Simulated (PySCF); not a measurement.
Two species compared at the same levels of theory.

First species: C7H3F3O2.
SMILES: `O=C1C=CC(=O)C(C(F)(F)F)=C1`

Second species: C8H9Cl.
SMILES with atom numbers: `[CH2:1]=[CH:2]/[CH:3]=[C:4]1\[CH2:5][CH2:6]\[C:7]1=[CH:8]\[Cl:9]` (hydrogens: H10, H11 on C1; H12 on C2; H13 on C3; H14, H15 on C5; H16, H17 on C6; H18 on C8)

Levels: PBE0/pcSseg-1 for dipole moment, HOMO energy, LUMO energy and HOMO–LUMO gap; GFN2-xTB for rotational constant A and rotational constant C. Geometries: GFN2-xTB. All species are isolated and taken at one optimised geometry, non-relativistic unless stated; the electronic structure was computed with PySCF and density fitting.

The conformers computed, where there is a choice (atom-mapped SMILES and torsion angles):
- `[O:1]=[C:2]1[CH:3]=[CH:4][C:5](=[O:6])[C:7]([C:8]([F:9])([F:10])[F:11])=[CH:12]1`: C5–C7–C8–F9 180°
- `[CH2:1]=[CH:2]/[CH:3]=[C:4]1\[CH2:5][CH2:6]\[C:7]1=[CH:8]\[Cl:9]`: C1–C2–C3–C4 180°

Which of the two has the higher HOMO–LUMO gap, and by how much?

The second: 4.44 eV against 4.23 eV, a difference of 0.21 eV.

Which has the higher LUMO energy?

The second: -1.68 eV against -4.22 eV, a difference of 2.54 eV.

Which of the two has the higher HOMO energy, and by how much?

The second: -6.12 eV against -8.45 eV, a difference of 2.33 eV.

Which has the higher dipole moment?

The first: 2.44 D against 1.89 D, a difference of 0.55 D.

Which of the two has the higher rotational constant A, and by how much?

The second: 1.697 GHz against 1.589 GHz, a difference of 0.108 GHz.

Which of the two has the higher rotational constant C, and by how much?

The second: 0.614 GHz against 0.552 GHz, a difference of 0.062 GHz.

On the first: In atomic units the dipole is 0.96 e·bohr (1 au = 2.5417 D).

On the second: The dipole matches unit charges of opposite sign 0.39 Å apart (1 e·Å = 4.8032 D). A dipole of 1.89 D is allowed in Cs, and pure rotational transitions are dipole-allowed.
